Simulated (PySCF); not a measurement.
## Assigning NMR signals

Cartesian coordinates in Å; atom numbers follow the order of the lines, from 1:
```xyz
20

C    -0.6308   -0.2656   -1.5805
C    -0.5212    0.0348   -0.0838
C    -1.4236    1.2253    0.2430
C    -1.0226   -1.1813    0.6950
Si    1.2866    0.4502    0.3959
N     2.2230   -0.9555    0.0252
O     1.9135    1.6968   -0.4435
H    -0.3408    0.6020   -2.1706
H     0.0118   -1.0993   -1.8554
H    -1.6572   -0.5231   -1.8437
H    -2.4534    1.0198   -0.0508
H    -1.4113    1.4381    1.3097
H    -1.0899    2.1174   -0.2825
H    -0.9346   -1.0161    1.7669
H    -0.4490   -2.0687    0.4370
H    -2.0701   -1.3782    0.4659
H     1.3725    0.9935    1.7509
H     1.9458   -1.8379    0.4212
H     3.2255   -0.8662    0.0770
H     2.0205    1.6247   -1.3884
```

How the numbers were obtained: structure optimised with GFN2-xTB, NMR shieldings at PBE0/pcSseg-1/GIAO, in PySCF (no relativistic terms, a single conformation, rapidly exchanging positions averaged, no solvent model).

Scale: $^{13}$C (186.93 ppm), $^{1}$H (31.72 ppm) vs TMS (reference shieldings calculated alike).

Question: Assign these signals to the numbered atoms. $^{13}$C{$^{1}$H} NMR (computed): δ 26.9 (CH3), 21.5 (C).

Answer: 
26.9 → C1/C3/C4, methyl carbon: saturated and bonded to C and H only
21.5 → C2, fully substituted sp3 carbon bonded to Si

Question: Assign these signals to the numbered atoms. $^{1}$H NMR (300 MHz, computed): δ 4.80 (s, 1H), 1.37 (br s, 1H), 0.90 (s, 9H), 0.45 (br s, 2H).

Answer: 
4.80 → H17, hydrogen on a silicon bonded to C, N, O
1.37 → H20, hydrogen on an oxygen bonded to Si: exchangeable, gas-phase position
0.90 → H8/H9/H10/H11/H12/H13/H14/H15/H16, hydrogen on a methyl carbon
0.45 → H18/H19, hydrogen on a nitrogen bonded to Si: exchangeable; this is the value without hydrogen bonding to other molecules

OH and NH positions are those of a molecule without intermolecular hydrogen bonds; in solution they move with solvent, concentration and temperature, and exchange usually removes their couplings. Shifts are as computed. Against solution values, carbons near 30 ppm lie about +3 ppm off and those near 130 ppm about +5 ppm. Of 1211 compounds with measured shifts, 218 miss one by over three times the rms of a fit or turn the order of signals round; such compounds aren't used in these exercises. Multiplicities follow the n + 1 count of equivalent neighbours, as no J values were calculated; m marks all less simple cases, F and P coupling included.
